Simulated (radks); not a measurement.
Results of a calculation; reference values are marked as such.
Task: Os V, configuration [Xe] 4f14 5d3 6p1 (not the ground configuration). Level of theory: scalar-relativistic Kohn-Sham, LDA (Slater exchange, Perdew-Zunger correlation), spin-polarised, spherical densities, finite nucleus; open shells are filled with parallel spins first (spin-orbit coupling, left out, can overturn this in heavy ions); Fermi nuclear charge, rms radius 5.4126 fm (a radial shooting solver on a logarithmic mesh with Libxc functionals). Some entries of the table are withheld. Estimate them.

orbital,occ.,eigenvalue (eV),<r> (bohr),<1/r> (bohr^-1)
1s up,1,-73837.17,0.01775,90.35
1s down,1,-73837.14,0.01775,90.35
2s up,1,-12904.99,0.07495,21.15
2s down,1,-12904.76,0.07495,21.15
2p up,3,-11251.92,0.06729,19.05
2p down,3,-11251.73,0.06729,19.05
3s up,1,-3042.581,0.1941,7.838
3s down,1,-3042.463,0.1941,7.838
3p up,3,-2556.974,0.1946,7.208
3p down,3,-2556.848,0.1946,7.208
3d up,5,-2012.521,0.1763,6.803
3d down,5,-2012.344,0.1763,6.803
4s up,1,-682.3219,0.4321,3.346
4s down,1,-682.0782,0.4321,3.346
4p up,3,-522.8999,0.4597,3.033
4p down,3,-522.6523,0.4596,3.033
4d up,5,-324.6692,0.4893,2.707
4d down,5,-324.3724,0.4890,2.708
5s up,1,-143.3601,0.9970,1.348
5s down,1,-141.6446,0.9928,1.356
4f up,7,-104.1943,0.5552,2.243
4f down,7,-103.7277,0.5527,2.249
5p up,3,-101.8724,1.142,1.154
5p down,3,-99.7740,1.136,1.162
5d up,3,-53.5756,1.503,0.8560
5d down,0,-50.9676,1.496,0.8626
6s up,0,-44.7491,(1),0.5709
6s down,0,-42.0869,(2),0.5653
6p up,1,(3),(4),0.4854
6p down,0,(5),(6),0.4737
5f up,0,-20.5755,2.909,0.4217
5f down,0,-18.4331,3.123,0.3936

Result: 
(1) 6s up <r> (bohr): 2.261
(2) 6s down <r> (bohr): 2.282
(3) 6p up eigenvalue (eV): -34.4497
(4) 6p up <r> (bohr): 2.648
(5) 6p down eigenvalue (eV): -32.0889
(6) 6p down <r> (bohr): 2.705
